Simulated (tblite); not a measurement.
C₈H₉ (doublet state).
Structure used (GFN2-xTB), in Å, numbered top down from 1:
```xyz
17
C8H9 angstrom
C      2.2140    1.1317    1.1519
C      1.1771    0.8487    0.4242
C      0.0613    1.7613    0.2044
C     -1.0891    1.3809   -0.3427
C     -1.3817   -0.0307   -0.7550
C     -0.3691   -0.9734   -0.1747
C     -0.6932   -2.0911    0.4585
C      1.0339   -0.4963   -0.3207
H      3.1156    0.6641    1.4707
H      0.2099    2.7823    0.5231
H     -1.8858    2.0947   -0.4981
H     -2.3912   -0.3065   -0.4414
H     -1.3560   -0.0918   -1.8509
H     -1.7173   -2.4062    0.5667
H      0.0538   -2.7420    0.8802
H      1.2599   -0.2937   -1.3715
H      1.7509   -1.2199    0.0653
```

Computed with GFN2-xTB (tblite): harmonic, unscaled wavenumbers at the GFN2-xTB geometry, gas phase. The method is semi-empirical: single wavenumbers can be off by several per cent or more. One conformer, not necessarily the lowest. Open shells enter through the occupations alone, without spin polarisation, and single modes of such species can be off by tens of per cent.

Harmonic wavenumbers (cm⁻¹): 80.7, 106.8, 274.1, 324.1, 382.6, 402.2, 424.9, 500.7, 536.7, 644.2, 687.5, 712.3, 737.4, 770.1, 848.5, 879.8, 896.7, 910.4, 920.8, 962.5, 978.0, 1013.0, 1101.9, 1112.3, 1150.5, 1207.6, 1246.1, 1277.4, 1304.6, 1337.2, 1417.7, 1448.5, 1460.3, 1675.2, 1687.7, 1719.0, 2897.0, 2942.5, 2974.2, 3006.7, 3063.6, 3084.9, 3102.1, 3125.8, 3198.8.

A = 3220, B = 2113, C = 1417 MHz; mass 105.070 u (most abundant isotopes); point group C1, symmetry number 1; spin multiplicity 2.

Problem. Zero-point energy?

Solution. Half the sum of the wavenumbers: 30268 cm⁻¹ = 86.54 kcal/mol.

Problem. What is S at 400 K and 1 bar for an ideal gas of classical rigid rotors and harmonic oscillators?

Solution. Translation 41.35, rotation 28.78, vibration 25.47, spin (R ln 2) 1.38: S = 97.0 cal/(mol K).

Problem. And Cp and H(400 K) − H(0)?

Solution. Cp = 41.64 cal/(mol K), of which vibrations give 33.70 (their classical limit is 45 R = 89.4); H(400 K) − H(0) = 9.12 kcal/mol without the zero-point energy, 5.94 from vibrations.

Problem. What must be added to the electronic energy to get the Gibbs energy at 400 K and 1 bar?

Solution. ZPE + [H(400 K) − H(0)] − T·S = 86.54 + 9.12 − 38.79 = 56.87 kcal/mol.

Problem. How do the functions run with temperature in this model?

Solution. 
```csv
T (K),S (cal/(mol K)),Cp (cal/(mol K)),H − H(0) (kcal/mol),G − H(0) (kcal/mol),ln q(vib)
150,70.1,17.1,1.78,-8.74,1.27
250,81.1,26.8,3.96,-16.31,2.72
298.15,86.2,31.8,5.37,-20.34,3.51
600,116.8,56.3,19.02,-51.08,9.24
900,142.4,69.8,38.11,-90.10,15.15
```

q(vib) and H(0) count from the zero-point level.

Problem. Blend soft modes into free rotors: weight 1/[1 + (100 cm⁻¹/ν̃)⁴] for the oscillator and the rest for a rotor with moment μB/(μ + B), μ = h/(8π²ν), B = 10⁻⁴⁴ kg m². What vibrational entropy results?

Solution. 24.36 cal/(mol K) in place of 25.47, which changes −T·S at 400 K by +0.45 kcal/mol.

Problem. Which modes carry the vibrational entropy at 400 K?

Solution. 80.7 cm⁻¹: 4.45; 106.8 cm⁻¹: 3.90; 274.1 cm⁻¹: 2.09; 324.1 cm⁻¹: 1.79; 382.6 cm⁻¹: 1.50; 402.2 cm⁻¹: 1.42 cal/(mol K); the other 39 give 10.31 together.

Hindered rotation and anharmonicity are outside this model. Other conformers, if any are populated, would add a mixing term that is left out. The structure is chiral; the term R ln 2 for an equal mix with its mirror image is left out.

The run took 0.52 s wall on one thread of an Arm Neoverse V1, no GPU, shared host. The figure is for the frequency step alone.
